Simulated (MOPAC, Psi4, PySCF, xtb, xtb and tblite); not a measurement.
Two geometries of Si(OAc)4, SMILES CC(O[Si](OC(=O)C)(OC(C)=O)OC(C)=O)=O, relaxed at GFN2-xTB with one dihedral held; other torsions can differ between them too.

Structure A

```
29

C     -0.0931     3.1574    -1.7968
C     -0.2222     2.3483    -0.5472
O     -0.6758     2.7238     0.4945
O      0.2331     1.0898    -0.7254
Si    -0.0852    -0.2108     0.2094
O     -1.4653    -0.0636     1.0622
C     -2.5531     0.6065     0.6185
C     -3.4160     1.0656     1.7466
O     -2.7467     0.7981    -0.5460
O     -0.1890    -1.5458    -0.7195
C      0.8118    -2.0173    -1.4979
C      0.5054    -3.3855    -2.0117
O      1.8093    -1.3890    -1.6947
O      1.1204    -0.3122     1.3094
C      1.8877    -1.3811     1.6080
C      3.1136    -0.9730     2.3646
O      1.6006    -2.4967     1.2890
H      0.8601     2.9517    -2.2750
H     -0.2009     4.2142    -1.5727
H     -0.8887     2.8478    -2.4729
H     -4.4024     1.3333     1.3808
H     -2.9380     1.9456     2.1753
H     -3.4742     0.2975     2.5118
H      1.2088    -3.6601    -2.7916
H     -0.5173    -3.4262    -2.3752
H      0.5992    -4.0753    -1.1743
H      3.7830    -0.4615     1.6756
H      3.6097    -1.8491     2.7706
H      2.8443    -0.2778     3.1547
```

Structure B

```
29

C      0.7292     2.8141    -2.1095
C      0.8848     1.9197    -0.9265
O      1.8962     1.6949    -0.3299
O     -0.2961     1.3439    -0.5843
Si    -0.5477    -0.0896     0.1519
O     -2.0751    -0.1675     0.6994
C     -2.6277     0.6051     1.6572
C     -4.0571     0.2276     1.9025
O     -2.0234     1.4707     2.2147
O     -0.4894    -1.3324    -0.9026
C      0.2305    -1.4239    -2.0442
C      0.6542    -2.8301    -2.3071
O      0.4865    -0.4680    -2.7167
O      0.5139    -0.3374     1.3649
C      1.7839    -0.8173     1.2878
C      2.6670    -0.1878     2.3103
O      2.1016    -1.6372     0.4780
H      0.6188     2.1661    -2.9790
H      1.6079     3.4402    -2.2280
H     -0.1709     3.4137    -2.0113
H     -4.4852     0.8700     2.6657
H     -4.1012    -0.8119     2.2180
H     -4.6156     0.3202     0.9744
H      1.0481    -2.9266    -3.3138
H     -0.1768    -3.5097    -2.1429
H      1.4329    -3.0607    -1.5798
H      2.9412     0.7920     1.9188
H      3.5633    -0.7826     2.4563
H      2.1268    -0.0462     3.2414
```

Which is lower in energy at the level B3LYP-D3(BJ)/def2-SVP // GFN2-xTB run with Psi4, and by how much?

B is lower, by 0.31 kcal/mol (dihedral O4–Si5–O10–C11: 60° in A, 30° in B).

E(B) − E(A) in kcal/mol at the other levels, on the same two geometries: GFN2-xTB (xtb and tblite) 0.95; B3LYP/def2-SVP // GFN2-xTB (Psi4) -0.24; PBE/def2-SVP // GFN2-xTB (Psi4) -0.13; PBE-D3(BJ)/def2-SVP // GFN2-xTB (Psi4) -0.23; PM6, restricted, heats of formation // GFN2-xTB (MOPAC) -8.34; AM1, restricted, heats of formation // GFN2-xTB (MOPAC) -0.71; GFN1-xTB // GFN2-xTB (xtb) -3.11; restricted B3LYP/6-31G*, spherical d, density fitting // GFN2-xTB (PySCF) 0.34; restricted BP86/6-31G*, spherical d, density fitting // GFN2-xTB (PySCF) 0.68; restricted Hartree-Fock/STO-3G, density fitting // GFN2-xTB (PySCF) 2.61.
